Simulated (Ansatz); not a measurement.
Breaking the Pb1–F3 bond in FHPb (SMILES [F][PbH]) (multiplicity 1 held, fragments rigid). Energies count from the point at 2.069 Å.
Geometry at that point (charge 0, multiplicity 1):
```xyz
3

Pb    -0.064    -0.120     0.150
H     -1.040    -1.073    -1.127
F      0.698     1.210    -1.240
```

R- and RO- levels are restricted; in cc, def2 and unpolarised 6-31G sets they are followed outwards from rest. U- levels take the lowest unrestricted solution at each point, which mixes spins at long bonds. Curves can end on different states.

Correlated levels freeze the cores. Filled d and f shells under p-block atoms count as core.

Programs: Ansatz (a first-principles code) with Gaussian orbitals. Each number belongs to the level named beside it. In def2 rows elements past Kr take small-core potentials, without spin–orbit coupling.

Energies in eV.

| R (Å) | R-r2SCAN/def2-TZVPP | U-B3LYP/def2-TZVPP | U-wB97X-V/def2-TZVPP | R-SCS-MP2/def2-TZVPP | U-SCS-MP2/def2-TZVPP | U-CCSD(T)/def2-TZVPP |
|---|---|---|---|---|---|---|
| 1.655 | 2.88 | 3.01 | 2.84 | 2.99 | 2.99 | 2.97 |
| 1.862 | 0.45 | 0.51 | 0.43 | 0.49 | 0.49 | 0.48 |
| 2.069 | 0.00 | 0.00 | 0.00 | 0.00 | 0.00 | 0.00 |
| 2.276 | 0.30 | 0.26 | 0.33 | 0.30 | 0.30 | 0.30 |
| 2.483 | 0.85 | 0.78 | 0.90 | 0.87 | 0.87 | 0.87 |
| 2.793 | 1.73 | 1.63 | 1.83 | 1.79 | 1.79 | 1.78 |
| 3.103 | 2.49 | 2.38 | 2.66 | 2.63 | 4.07 | 2.76 |
| 3.621 | 3.40 | 3.22 | 3.69 | 3.76 | 4.62 | 3.85 |
| 4.138 | 3.97 | 3.65 | 4.25 | 4.59 | 4.73 | 4.42 |
| 4.759 | 4.36 | 3.92 | 4.59 | 5.31 | 4.77 | 4.58 |
| 5.586 | 4.62 | 4.09 | 4.77 | 5.94 | 4.78 | 4.59 |
| 6.621 | 4.78 | 4.19 | 4.82 | 6.43 | 4.78 | 4.59 |

Doubts at one or more of the structures used: a restricted determinant that unrestricted orbitals would lower (R-r2SCAN/def2-TZVPP, R-SCS-MP2/def2-TZVPP); a spin-contaminated determinant (U-B3LYP/def2-TZVPP, U-wB97X-V/def2-TZVPP, U-SCS-MP2/def2-TZVPP, U-CCSD(T)/def2-TZVPP); T1 above 0.05 (U-CCSD(T)/def2-TZVPP); the program's own flag: other amplitudes (U-CCSD(T)/def2-TZVPP).
